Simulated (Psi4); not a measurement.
SSi, triplet, at a GFN2-xTB geometry (the spin is typed, not shown lowest); R2SCAN/STO-3G run with Psi4.

Psi4 was given this input:
```
memory 2 GB

molecule {
0 3
  Si   -0.00000000   -0.00000000   -1.11967259
  S     0.00000000    0.00000000    0.97971351
}

set basis sto-3g
set reference uks

energy('r2scan')
print_variables()
```

Q: Write the output that Psi4 gives for this input, abridged.

A: 
```
   => Loading Basis Set <=

    Name: STO-3G
    Role: ORBITAL
    Keyword: BASIS

         ---------------------------------------------------------
                                   SCF
               by Justin Turney, Rob Parrish, Andy Simmonett
                          and Daniel G. A. Smith
                              UKS Reference
         ---------------------------------------------------------

  ==> Geometry <==

    Molecular point group: c2v
    Full point group: C_inf_v

    Geometry (in Angstrom), charge = 0, multiplicity = 3:

       Center              X                  Y                   Z               Mass
    ------------   -----------------  -----------------  -----------------  -----------------
         SI           0.000000000000     0.000000000000    -1.119647106320    27.976926534650
         S            0.000000000000     0.000000000000     0.979738993680    31.972071174400

  Running in c2v symmetry.

  Rotational constants: A = ************  B =      0.25634  C =      0.25634 [cm^-1]
  Rotational constants: A = ************  B =   7684.99727  C =   7684.99727 [MHz]
  Nuclear repulsion =   56.462074884691290

  Charge       = 0
  Multiplicity = 3
  Electrons    = 30
  Nalpha       = 16
  Nbeta        = 14

  ==> Algorithm <==

  SCF Algorithm Type is DF.
  DIIS enabled.
  MOM disabled.
  Fractional occupation disabled.
  Guess Type is SAD.
  Energy threshold   = 1.00e-06
  Density threshold  = 1.00e-06
  Integral threshold = 1.00e-12

  ==> Primary Basis <==

  Basis Set: STO-3G
    Blend: STO-3G
    Number of shells: 10
    Number of basis functions: 18
    Number of Cartesian functions: 18
    Spherical Harmonics?: true
    Max angular momentum: 1

  ==> DFT Potential <==

   => LibXC <=

    Version 7.1.2
    S. Lehtola, C. Steigemann, M. J. T. Oliveira, and M. A. L. Marques,  SoftwareX 7, 1–5 (2018) (10.1016/j.softx.2017.11.002)

   => Composite Functional: R2SCAN <=

    r2SCAN Meta-GGA XC Functional  (0.1021/acs.jpclett.0c02405)
    J. W. Furness, A. D. Kaplan, J. Ning, J. P. Perdew, J. Sun  J. Phys. Chem. Lett.  11, 8208–8215, 2020

    Deriv               =              1
    GGA                 =           TRUE
    Meta                =           TRUE

    Exchange Hybrid     =          FALSE
    MP2 Hybrid          =          FALSE

   => Exchange Functionals <=

    1.0000   XC_MGGA_X_R2SCAN

   => Correlation Functionals <=

    1.0000   XC_MGGA_C_R2SCAN

   => LibXC Density Thresholds  <==

    XC_MGGA_C_R2SCAN:  1.00E-15
    XC_MGGA_X_R2SCAN:  1.00E-11

   => Molecular Quadrature <=

    Radial Scheme          =       TREUTLER
    Pruning Scheme         =           NONE
    Nuclear Scheme         =       TREUTLER

    Blocking Scheme        =         OCTREE
    BS radius alpha        =              1
    Pruning alpha          =              1
    Radial Points          =             75
    Spherical Points       =            302
    Total Points           =          39115
    Total Blocks           =            357
    Max Points             =            256
    Max Functions          =             17
    Weights Tolerance      =       1.00E-15

   => Loading Basis Set <=

    Name: (STO-3G AUX)
    Role: JKFIT
    Keyword: DF_BASIS_SCF

  ==> Integral Setup <==

  SCF_SUBTYPE=INCORE selected. In-core MEM_DF algorithm will be used.
  Using in-core AOs.

  ==> MemDFJK: Density-Fitted J/K Matrices <==

    J tasked:                   Yes
    K tasked:                    No
    wK tasked:                   No
    Algorithm:                 Core
    Schwarz Cutoff:           1E-12
    Mask sparsity (%):       4.3210
    Fitting Condition:        1E-10

   => Auxiliary Basis Set <=

  Basis Set: (STO-3G AUX)
    Blend: DEF2-UNIVERSAL-JKFIT
    Number of shells: 76
    Number of basis functions: 256
    Number of Cartesian functions: 310
    Spherical Harmonics?: true
    Max angular momentum: 4

  Minimum eigenvalue in the overlap matrix is 3.8618389633E-01.
  Reciprocal condition number of the overlap matrix is 2.2898234858E-01.
    Using symmetric orthogonalization.

  ==> Pre-Iterations <==

  SCF Guess: Superposition of Atomic Densities via on-the-fly atomic UHF (no occupation information).

   -------------------------
    Irrep   Nso     Nmo
   -------------------------
     A1        10      10
     A2         0       0
     B1         4       4
     B2         4       4
   -------------------------
    Total      18      18
   -------------------------

  ==> Iterations <==

                           Total Energy        Delta E     RMS |[F,P]|

   @DF-UKS iter SAD:  -679.07842197855007   -6.79078e+02   0.00000e+00
    Occupation by irrep:
             A1    A2    B1    B2
    DOCC [     9,    0,    3,    2 ]
    SOCC [     0,    0,    0,    2 ]
    NA   [     9,    0,    3,    4 ]
    NB   [     9,    0,    3,    2 ]

   @DF-UKS iter   1:  -679.65127011430718   -5.72848e-01   1.80230e-02 DIIS/ADIIS
   @DF-UKS iter   2:  -678.78365663170064    8.67613e-01   7.51349e-02 DIIS/ADIIS
   @DF-UKS iter   3:  -679.63178859882305   -8.48132e-01   2.70150e-02 DIIS/ADIIS
   @DF-UKS iter   4:  -679.70724866104263   -7.54601e-02   1.23237e-02 DIIS/ADIIS
   @DF-UKS iter   5:  -679.72908496163279   -2.18363e-02   3.75982e-04 DIIS/ADIIS
   @DF-UKS iter   6:  -679.72912781109744   -4.28495e-05   1.67079e-04 DIIS/ADIIS
   @DF-UKS iter   7:  -679.72913415775020   -6.34665e-06   6.57627e-05 DIIS
   @DF-UKS iter   8:  -679.72913500638049   -8.48630e-07   5.17767e-06 DIIS
   @DF-UKS iter   9:  -679.72913501359028   -7.20979e-09   5.57098e-07 DIIS
  Energy and wave function converged.

  ==> Post-Iterations <==

   Electrons on quadrature grid:
      Nalpha   =   16.0000008444 ; deviation = 8.444e-07
      Nbeta    =   14.0000007960 ; deviation = 7.960e-07
      Ntotal   =   30.0000016404 ; deviation = 1.640e-06

   @Spin Contamination Metric:   1.749257353E-03
   @S^2 Expected:                2.000000000E+00
   @S^2 Observed:                2.001749257E+00
   @S   Expected:                1.000000000E+00
   @S   Observed:                1.000000000E+00

    Orbital Energies [Eh]
    ---------------------

    Alpha Occupied:

       1A1   -87.291144     2A1   -64.871494     3A1    -7.452781
       1B2    -5.395406     4A1    -5.383523     1B1    -5.374599
       5A1    -4.869180     2B1    -3.160453     6A1    -3.155188
       2B2    -3.155103     7A1    -0.586394     8A1    -0.306478
       3B2    -0.171980     3B1    -0.122908     9A1    -0.119968
       4B2     0.025210

    Alpha Virtual:

       4B1     0.059000    10A1     0.265437

    Beta Occupied:

       1A1   -87.284440     2A1   -64.865590     3A1    -7.447211
       4A1    -5.379255     1B2    -5.376430     1B1    -5.370302
       5A1    -4.863321     2B1    -3.156358     6A1    -3.151121
       2B2    -3.134566     7A1    -0.532110     8A1    -0.260407
       3B1    -0.099746     9A1    -0.090845

    Beta Virtual:

       3B2    -0.053747     4B1     0.080725     4B2     0.136799
      10A1     0.303846

    Final Occupation by Irrep:
             A1    A2    B1    B2
    DOCC [     9,    0,    3,    2 ]
    SOCC [     0,    0,    0,    2 ]
    NA   [     9,    0,    3,    4 ]
    NB   [     9,    0,    3,    2 ]

  @DF-UKS Final Energy:  -679.72913501359028

   => Energetics <=

    Nuclear Repulsion Energy =             56.4620748846912903
    One-Electron Energy =               -1060.1901788569339260
    Two-Electron Energy =                 370.7975452716287350
    DFT Exchange-Correlation Energy =     -46.7985763129764720
    Empirical Dispersion Energy =           0.0000000000000000
    VV10 Nonlocal Energy =                  0.0000000000000000
    Total Energy =                       -679.7291350135902803

  UHF NO Occupations:
  HONO-2 :    9 A1 1.9993344
  HONO-1 :    3 B2 1.0000000
  HONO-0 :    4 B2 1.0000000
  LUNO+0 :   10 A1 0.0006656
  LUNO+1 :    4 B1 0.0002092

Computation Completed

Properties will be evaluated at   0.000000,   0.000000,   0.000000 [a0]

Properties computed using the SCF density matrix

 Multipole Moments:

 ------------------------------------------------------------------------------------
     Multipole            Electronic (a.u.)      Nuclear  (a.u.)        Total (a.u.)
 ------------------------------------------------------------------------------------

 L = 1.  Multiply by 2.5417464519 to convert [e a0] to [Debye]
 Dipole X            :          0.0000000            0.0000000            0.0000000
 Dipole Y            :          0.0000000            0.0000000            0.0000000
 Dipole Z            :          0.0013517            0.0014445            0.0027962
 Magnitude           :                                                    0.0027962

 ------------------------------------------------------------------------------------

  Variable Map:
  ----------------------------------------------------------------------------
  "CURRENT ENERGY"              =>    -679.729135013590
  "CURRENT REFERENCE ENERGY"    =>    -679.729135013590
  "DD SOLVATION ENERGY"         =>       0.000000000000
  "DFT FUNCTIONAL TOTAL ENERGY" =>    -679.729135013590
  "DFT TOTAL ENERGY"            =>    -679.729135013590
  "DFT VV10 ENERGY"             =>       0.000000000000
  "DFT XC ENERGY"               =>     -46.798576312976
  "GRID ELECTRONS ALPHA"        =>      16.000000844437
  "GRID ELECTRONS BETA"         =>      14.000000795953
  "GRID ELECTRONS TOTAL"        =>      30.000001640390
  "NUCLEAR REPULSION ENERGY"    =>      56.462074884691
  "ONE-ELECTRON ENERGY"         =>   -1060.190178856934
  "PCM POLARIZATION ENERGY"     =>       0.000000000000
  "PE ENERGY"                   =>       0.000000000000
  "SCF ITERATION ENERGY"        =>    -679.729135013590
  "SCF ITERATIONS"              =>       9.000000000000
  "SCF TOTAL ENERGY"            =>    -679.729135013590
  "TWO-ELECTRON ENERGY"         =>     370.797545271629
  "XC GRID RADIAL POINTS"       =>      75.000000000000
  "XC GRID SPHERICAL POINTS"    =>     302.000000000000
  "XC GRID TOTAL POINTS"        =>   39115.000000000000

  Array Variable Map:
  ----------------------------------------------------------------------------
  "CURRENT DIPOLE"              =>       0.000000000000 ... 0.002796242837 1 by 3
  "SCF DIPOLE"                  =>       0.000000000000 ... 0.002796242837 1 by 3
  "SCF TOTAL ENERGIES"          =>    -679.078421978550 ... -679.729135013590 1 by 10
```
